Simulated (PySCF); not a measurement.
## Electron correlation in N⁺ (nitrogen, charge +1)

[He] 2s2 2p2, high-spin 3P determinant. Computed with PySCF 2.14 in def2-QZVPPD (8s4p4d2f1g, 63 functions), with no relativity, point nucleus. Frozen: 1s2; 4 electrons correlated.

```tsv
level	correlation energy (mhartree)
CCSD	-96.94
(T)	-1.82
CCSD(T)	-98.76
```

Diagnostics: T1 = 0.0066, D1 = 0.0133, largest double amplitude 0.118.

Cost of the coupled-cluster step: about 7 core-seconds, for 4 correlated electrons.
